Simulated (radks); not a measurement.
Spin polarisation of the 5s1 shell in the tin ion Sn3+. Start: [Kr] 4d10 5s(up 0.5, down 0.5); electrons of 5s are moved from spin down to spin up, other shells keep equal spins. Method: scalar-relativistic Kohn-Sham, r2SCAN, spin-polarised, spherical densities, finite nucleus; meta-GGA in the generalised Kohn-Sham scheme; Fermi nuclear charge, rms radius of each element as measured or else 0.836 A^(1/3) + 0.57 fm; computed with a radial shooting solver on a logarithmic mesh with Libxc functionals.

moment (Bohr magnetons)	E - E(0) (eV)	e(5s up) (eV)	e(5s down) (eV)	4d down minus up (eV)
0	0.000	-35.595	-35.595	0.000
0.25	-0.037	-35.861	-35.274	0.085
0.5	-0.146	-36.124	-34.962	0.171
0.75	-0.328	-36.402	-34.645	0.259
1	-0.587	-36.675	-34.279	0.348

At moment 1 the spin-polarisation energy is -0.587 eV and the 5s exchange splitting 2.396 eV, that is 2.396 eV per Bohr magneton; E = -I m^2/4 would give I = 2.349 eV.
